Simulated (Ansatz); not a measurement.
NaPt₃. Charge 0, multiplicity 2. Geometry PBE0-D4/def2-SVP, that of the charge +1 singlet.

```xyz
4

Na   -1.844    0.156    0.708
Pt    0.130    0.206   -1.556
Pt    0.687   -1.394    0.249
Pt    1.027    1.033    0.598
```

In the def2 sets Pt takes a core potential; there is no spin–orbit coupling. At r2SCAN-D4/def2-TZVP the charge 0 doublet is spin-contaminated (final ⟨S²⟩ up to 0.84, 0.75 for a pure state). The structure comes from a short search, and lower isomers may exist.

**Question.** Estimate the α-spin orbital energies around the gap (eV) in Ansatz with PBE-D4/def2-TZVP, r2SCAN-D4/def2-TZVP, PBE0-D4/def2-TZVP.

**Answer.** 
```csv
orbital,PBE-D4/def2-TZVP,r2SCAN-D4/def2-TZVP,PBE0-D4/def2-TZVP
HOMO−5,-4.28,-4.46,-5.29
HOMO−4,-4.28,-4.46,-5.29
HOMO−3,-4.02,-4.15,-5.05
HOMO−2,-4.02,-4.15,-5.05
HOMO−1,-3.82,-3.99,-4.93
HOMO,-3.70,-3.81,-4.55
LUMO,-3.15,-2.93,-2.20
LUMO+1,-3.15,-2.93,-2.20
LUMO+2,-2.21,-1.72,-1.60
LUMO+3,-0.54,-0.18,0.10
LUMO+4,-0.30,0.14,0.38
LUMO+5,-0.06,0.34,0.48
β HOMO,-3.66,-3.75,-4.72
β LUMO,-3.04,-2.65,-1.87
```
